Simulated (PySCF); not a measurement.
C3H9NSi, SMILES N1CC[C@@H]1[SiH3]. Atoms are numbered in the order given.

```xyz
14

Si     1.7453     0.2956     0.2565
C      0.0842    -0.3616    -0.3705
C     -0.9532    -0.9008     0.6442
C     -1.9772    -0.0427    -0.1158
N     -0.8702     0.7151    -0.7014
H      2.3814     1.1495    -0.7945
H      1.5235     1.1152     1.4858
H      2.6852    -0.8250     0.5847
H      0.2309    -1.0965    -1.1898
H     -1.1134    -1.9869     0.6674
H     -0.7799    -0.5401     1.6689
H     -2.6893     0.5529     0.4802
H     -2.5545    -0.6449    -0.8456
H     -0.9494     0.9628    -1.6847
```
Charge 0, spin multiplicity 1.

Geometry: PBE0-D3(BJ)/def2-SVP. The structure was generated by enumeration; whether it is a known compound was not checked.

All values below come from B3LYP/pcSseg-1 (PySCF).

GIAO shieldings, no solvent; atoms listed in one row are averaged. δ = σ(ref) − σ: ²⁹Si against TMS (σ = 338.7 ppm); ¹³C against TMS (σ = 181.3 ppm); ¹⁵N against NH3 (σ = 265.5 ppm); ¹H against TMS (σ = 31.68 ppm), references at their B3LYP-D3(BJ)/def2-TZVP geometries, non-relativistic.

| nucleus | atoms | count | δ (ppm) |
|---|---|---|---|
| ²⁹Si | Si1 | 1 | -64.0 |
| ¹³C | C4 | 1 | 56.2 |
| ¹³C | C2 | 1 | 51.9 |
| ¹³C | C3 | 1 | 30.4 |
| ¹⁵N | N5 | 1 | 49.6 |
| ¹H | H13 | 1 | 4.22 |
| ¹H | H9 | 1 | 4.14 |
| ¹H | H6, H7, H8 | 3 | 4.04 |
| ¹H | H12 | 1 | 3.82 |
| ¹H | H11 | 1 | 2.57 |
| ¹H | H10 | 1 | 2.25 |
| ¹H | H14 | 1 | 0.51 |
